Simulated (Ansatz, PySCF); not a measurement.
System: BI (charge 0, singlet). 
Geometry from a B3LYP-D3(BJ)/def2-TZVP (Ansatz, a quantum-chemistry and plane-wave program) optimisation:
```
B
I 1 2.1421
```

Quantity: vertical ionisation energy (to the doublet state of charge +1; each state is the SCF solution reached for its spin; for the singlet the Hartree-Fock reference is unstable and T1 is 0.023), in eV. Cores are frozen in the correlated levels unless marked. UHF or UKS for open shells. Spin-orbit coupling is left out. The frozen core is the preceding noble-gas configuration, with the filled d and f shells of earlier blocks. Past Kr the def2 sets carry scalar-relativistic core potentials. CBS marks a two-point X^-3 extrapolation of the correlation energy; Hartree-Fock from the larger set.

| level | program | vertical ionisation energy (eV) | minus last row |
|---|---|---|---|
| SVWN5/def2-TZVPD | Ansatz | 9.44 | -0.13 |
| BHLYP/def2-TZVPD | Ansatz | 9.35 | -0.22 |
| CAM-B3LYP/def2-TZVPD | Ansatz | 9.47 | -0.10 |
| wB97M-V/def2-TZVPD | Ansatz | 9.55 | -0.02 |
| wB97X-V/def2-TZVPD | Ansatz | 9.49 | -0.08 |
| CCSD/def2-SVPD | Ansatz | 9.30 | -0.27 |
| CCSD/def2-TZVPPD | Ansatz | 9.41 | -0.16 |
| CCSD(T)/def2-SVPD | Ansatz | 9.26 | -0.31 |
| CCSD(T)/def2-TZVPPD | Ansatz | 9.40 | -0.17 |
| CCSD(T)/CBS(def2-TZVPPD,def2-QZVPPD) | Ansatz | 9.57 | 0.00 |

For comparison, minus the highest occupied orbital energy (PySCF): 6.70 eV at TPSSh/def2-TZVPD, 9.81 eV at HF/def2-TZVPD, 6.25 eV at BP86/def2-TZVPD.
